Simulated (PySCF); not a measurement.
Si(F)2(NHMe)(OH) (CH5F2NOSi), SMILES CN[Si](O)(F)F. Atoms are numbered in the order given.

```xyz
11

C     -2.3764    -0.0330    -0.0168
N     -1.1270     0.7048     0.0574
Si     0.4168     0.0080     0.0099
O      0.5464    -1.1349    -1.1581
F      1.4577     1.2263    -0.1668
F      0.8797    -0.7610     1.3469
H     -2.8477    -0.1963     0.9699
H     -2.1875    -1.0234    -0.4588
H     -3.1100     0.4784    -0.6635
H     -1.2145     1.6579     0.3980
H      0.2633    -0.8729    -2.0414
```

Coordinates come from a r2SCAN-D4/def2-SVP optimisation. The structure was generated by enumeration, and PubChem lists no compound with its InChIKey, so it may never have been made. The values are those of a single conformer.

These are PBE/def2-TZVP run with PySCF values and carry that method's errors.

ESP charges are fitted to the potential on shells at 1.4 to 2.0 van der Waals radii. Atomic charges (e):

```
atom    IAO  ESP fit
----  -----  -------
C1    -0.31    -0.07
N2    -0.70    -0.66
Si3    1.72     0.87
O4    -0.77    -0.59
F5    -0.52    -0.30
F6    -0.51    -0.25
H7     0.14     0.08
H8     0.15     0.09
H9     0.14     0.07
H10    0.28     0.36
H11    0.38     0.40
```

Task: Give the Mayer and Wiberg (Löwdin basis) orders of the bonds. (An estimate is asked for; the answer gives what the named calculation found.)

Result: 
```json
[
 {"bond": "C1–N2", "Mayer": "0.97", "Wiberg": "1.41"},
 {"bond": "N2–Si3", "Mayer": "1.22", "Wiberg": "1.45"},
 {"bond": "Si3–O4", "Mayer": "1.26", "Wiberg": "1.70"},
 {"bond": "Si3–F5", "Mayer": "1.15", "Wiberg": "1.71"},
 {"bond": "Si3–F6", "Mayer": "1.17", "Wiberg": "1.72"},
 {"bond": "C1–H7", "Mayer": "0.96", "Wiberg": "0.93"},
 {"bond": "C1–H8", "Mayer": "0.96", "Wiberg": "0.91"},
 {"bond": "C1–H9", "Mayer": "0.96", "Wiberg": "0.93"},
 {"bond": "N2–H10", "Mayer": "0.91", "Wiberg": "0.88"},
 {"bond": "O4–H11", "Mayer": "0.88", "Wiberg": "1.01"}
]
```
